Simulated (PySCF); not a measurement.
All values below come from PBE-D3(BJ)/def2-TZVP // CAM-B3LYP-D3(BJ)/def2-TZVP (PySCF). Isolated molecules, 0 K electronic values unless said otherwise. Excitations are Tamm–Dancoff values on a coarser integration grid. The basis has no diffuse functions, so Rydberg states are missing or too high.

Reference species (SMILES): `C/C(Cl)=C\[SiH3]` (neutral, multiplicity 1).

```
Item                                           Value
-------------------------------------------  -------
brightest of the four lowest singlets (TDA)  5.88 eV
T1 excitation (TDA)                          3.96 eV
HOMO–LUMO gap                                4.65 eV
```

Changed species: `C(=C(\[SiH3])Cl)/C`.

**Question.** What does the change do to the brightest of the four lowest singlets (TDA), T1 excitation (TDA) and HOMO–LUMO gap?

**Answer.** the brightest of the four lowest singlets (TDA) rises by 0.34 eV, to 6.22 eV; the T1 excitation (TDA) goes up by 0.12 eV, to 4.08 eV; the HOMO–LUMO gap rises by 0.19 eV, to 4.84 eV.
